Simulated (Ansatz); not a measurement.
`[Br][Al]1[CH2][CH2]1` + NH₃ → `[NH2][Al]1[CH2][CH2]1` + HBr at 400 K and 1 bar (ligand exchange at the Al–Br bond).

Isolated molecules relaxed with PBE0-D4/def2-TZVP in Ansatz; ΔE leaves out vibrations. CCSD(T)/CBS is the MP2 limit (def2-TZVPP, def2-QZVPP) plus CCSD(T) − MP2 in def2-TZVPP, frozen cores. This one scheme is used for every species. For Br outer-core shells are correlated without core-valence functions, which leaves a few kJ/mol of doubt a bond. Scalar relativity is left out up to krypton. Each species was taken in one conformer, which may not be the lowest.

```json
{"species": "`[Br][Al]1[CH2][CH2]1`", "CCSD(T)/CBS energy (Eh)": "-2893.85018", "H − E (kJ/mol)": "164.7", "S (J/(mol·K))": "346.4"}
{"species": "NH₃", "CCSD(T)/CBS energy (Eh)": "-56.50880", "H − E (kJ/mol)": "104.2", "S (J/(mol·K))": "203.1"}
{"species": "`[NH2][Al]1[CH2][CH2]1`", "CCSD(T)/CBS energy (Eh)": "-376.41160", "H − E (kJ/mol)": "231.8", "S (J/(mol·K))": "339.1"}
{"species": "HBr", "CCSD(T)/CBS energy (Eh)": "-2573.91920", "H − E (kJ/mol)": "27.6", "S (J/(mol·K))": "207.2"}
```

H − E and S are ideal-gas, rigid-rotor, harmonic terms from PBE0-D4/def2-TZVP, for one conformer and one mirror image of each species. 1 Eh = 2625.50 kJ/mol, R = 8.31446 J/(mol·K).

Q: By hand: ΔE, ΔH, ΔS and ΔG.

A: ΔE = (-376.41160) + (-2573.91920) − (-2893.85018) − (-56.50880) = 0.02818 Eh = 74.0 kJ/mol. Δ(H − E) = 231.8 + 27.6 − 164.7 − 104.2 = -9.5, so ΔH = 64.5 kJ/mol. ΔS = 339.1 + 207.2 − 346.4 − 203.1 = -3.2 J/(mol·K). ΔG = 64.5 − 400 × (-3.2)/1000 = 65.8 kJ/mol.

Q: By hand: the equilibrium constant, and the temperature at which ΔG would vanish if ΔH and ΔS stayed fixed.

A: log₁₀ K = −ΔG/(RT ln 10) = -8.6. ΔH and −TΔS have one sign here, so there is no such temperature.

The number of gas molecules stays the same, so ΔS is small and ΔH decides. A doubt of 5 kJ/mol in ΔE shifts log₁₀ K by 0.7 here. Other conformers and mirror images would add mixing entropy, several J/(mol·K) or more a flexible species. These are equilibria of isolated gas molecules and say nothing of rates. Largest T1 diagnostic: 0.011 (customary marks: 0.02 for closed shells, 0.045 for open ones).

ΔS is within the doubt of such terms, so its sign, and with it that verdict, could turn.
